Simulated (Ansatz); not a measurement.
**One reagent, a row of partners**

Four-centre ligand exchange: H₂O meets different compounds of Ga. Each row is one chosen step, not always the lowest open to these reactants.

Gas-phase electronic energies, without zero-point energy, by CCSD(T) at an estimated basis limit (MP2 extrapolated from triple and quadruple zeta, plus CCSD(T) − MP2 in triple zeta); Ansatz 0.2.0, def2-TZVPP and QZVPP, frozen cores, on PBE0-D4/def2-TZVP structures. Extrapolation: Hartree–Fock as exp(−7.88 √X), correlation as X^−2.97. All energies, in kcal/mol, count from the separated reactants, without counterpoise correction; the start and end structures are the complexes reached by relaxing down from the saddle, and deeper ones may exist. Brackets give SMILES, or, where every atom is bracketed, only which atoms are joined. Steps whose reference was doubtful or whose search ended elsewhere are left out.

| reactants | products | broken | formed | start structure | saddle | end structure | saddle by PBE-D4/TZ |
| --- | --- | --- | --- | --- | --- | --- | --- |
| GaNH₄ ([NH2][GaH2]) + H₂O | GaH₃O ([OH][GaH2]) + NH₃, still joined by a dative Ga–N bond | Ga–N, H–O | Ga–O, H–N | -11.91 | -6.97 | -24.97 | -11.92 |
| CH₅Ga ([CH3][GaH2]) + H₂O | GaH₃O ([OH][GaH2]) + CH₄ | C–Ga, H–O | C–H, Ga–O | -13.09 | ? | -22.01 | 5.77 |
| GaH₃S ([SH][GaH2]) + H₂O | GaH₃O ([OH][GaH2]) + H₂S, still joined by a dative Ga–S bond | Ga–S, H–O | Ga–O, H–S | -13.96 | 5.02 | 0.00 | -0.45 |

(1) What is the height of the saddle for CH₅Ga ([CH3][GaH2]) + H₂O? (To be estimated.)

(2) How do the PBE-D4 saddles lie against the coupled-cluster estimate?

No T1 diagnostic of these runs exceeds 0.015. The filled d shells of Ga are correlated in sets not built for that, so values that involve them are less sure.

For scale, one of the runs: CCSD(T)/def2-TZVPP, 208 basis functions (an equivalent command: `ansatz run in.yaml --threads 4`). The run took 69 s on 4 CPU threads (shared host), with 2.8 GiB of host memory at its peak.

Answers

(1) Computed: 12.24 kcal/mol relative to the separated reactants, the highest of the series; above its start structure the barrier is 12.24 − (-13.09) ≈ 25.33 kcal/mol.

(2) All lower, by 4.95 to 6.47 kcal/mol.
